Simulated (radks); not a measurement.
Q: Spherical quantum dot in the effective-mass picture: electrons in a parabolic well V = omega^2 r^2 / 2 with omega = 0.156, all in effective atomic units (hartree* = m*/eps^2 hartree, bohr* = eps/m* bohr), one dielectric constant everywhere. Calculated with a radial shooting solver with Libxc functionals: non-relativistic Kohn-Sham, LDA (Slater exchange, Perdew-Wang correlation), spin-polarised, spherical densities. Levels are named by radial order and angular momentum (1s, 1p, 1d, 2s, ...), and open shells are averaged over m. At N = 5 the configuration is 1s2 1p(up 3, down 0). Does electron 6 go into 1d up or 1d down or 1p down?

A: Into 1p down. The total energies of the other choices lie higher by 0.0602 hartree* (1d up), 0.0878 hartree* (1d down).
